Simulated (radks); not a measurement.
Results of a calculation; reference values are marked as such.
Problem. Radial electron density D(r) = 4 pi r^2 rho(r) of an atom or ion with 60 electrons. Code: a radial shooting solver on a logarithmic mesh with Libxc functionals. Model: Dirac Kohn-Sham, PBE, spin-unpolarised, spherical densities, finite nucleus; Fermi nuclear charge, rms radius of each element as measured or else 0.836 A^(1/3) + 0.57 fm.

```
   r/bohr * D(r) (the largest magnitude, 106, reaches the edge; | marks zero)
  0.00096 | *
 0.001118 | *
 0.001301 |  *
 0.001527 |   *
 0.001777 |    *
 0.002069 |     *
 0.002409 |      *
 0.002804 |        *
 0.003265 |          *
 0.003801 |             *
 0.004425 |                *
 0.005192 |                   *
 0.006045 |                       *
 0.007037 |                           *
 0.008192 |                               *
 0.009537 |                                   *
   0.0111 |                                      *
  0.01293 |                                        *
  0.01505 |                                          *
  0.01766 |                                          *
  0.02056 |                                        *
  0.02393 |                                       *
  0.02786 |                                     *
  0.03243 |                                     *
  0.03776 |                                      *
  0.04396 |                                          *
  0.05117 |                                               *
  0.06005 |                                                    *
  0.06991 |                                                      *
  0.08138 |                                                     *
  0.09474 |                                                *
   0.1103 |                                           *
   0.1284 |                                        *
   0.1495 |                                         *
    0.174 |                                             *
   0.2042 |                                               *
   0.2377 |                                           *
   0.2768 |                                  *
   0.3222 |                        *
   0.3751 |                  *
   0.4367 |                  *
   0.5084 |                     *
   0.5918 |                     *
   0.6945 |                 *
   0.8085 |            *
   0.9412 |        *
    1.096 |      *
    1.276 |    *
    1.485 |   *
    1.729 |  *
    2.013 | *
    2.362 |*
     2.75 |*
    3.201 *
    3.726 *
    4.338 *
     5.05 *
    5.879 *
    6.844 *
    8.032 *
     9.35 *
    10.89 *
```

What is the nuclear charge?

Solution. Z = 61. The innermost maximum, from 1s, lies near gamma/Z bohr with gamma = sqrt(1 - (Z/c)^2) = 0.895, here 0.0147 bohr (found: 0.0162), and its height grows with Z. The density is that of the promethium ion Pm+ in [Xe] 4f5 6s1; the configuration itself is not fixed sharply by these data, and Z only to a few units. D(r) has 4 maxima, at r = 0.0162, 0.0716, 0.201, 0.555 bohr, and minima at 0.0314, 0.132, 0.400 bohr, inside which lie 2.02, 11.16, 29.15 electrons.
